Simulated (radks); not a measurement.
All-electron atom: neutral calcium in [Ar] 4s2. Method: scalar-relativistic Kohn-Sham, PBEsol, spin-polarised, spherical densities, finite nucleus; Fermi nuclear charge, rms radius 3.4776 fm; computed with a radial shooting solver on a logarithmic mesh with Libxc functionals.

Radial electron density D(r) = 4 pi r^2 rho(r):

r (bohr),D(r) (e/bohr)
0.003297,0.6779
0.004328,1.114
0.005681,1.808
0.007456,2.884
0.009787,4.501
0.01285,6.824
0.01686,9.961
0.02213,13.84
0.02905,18.04
0.03813,21.65
0.05005,23.48
0.0657,22.64
0.08624,19.72
0.1132,17.25
0.1486,18.10
0.195,22.10
0.256,24.61
0.336,20.90
0.441,12.59
0.5789,6.696
0.7598,6.525
0.9973,7.766
1.309,6.169
1.718,3.056
2.255,1.175
2.96,0.7089
3.886,0.5795
5.1,0.3224
6.695,0.09699
8.787,0.01495
11.53,0.001013

D(r) has 3 maxima, at r = 0.0529, 0.254, 1.01 bohr, and minima at 0.123, 0.663 bohr, inside which lie 2.15, 10.37 electrons.
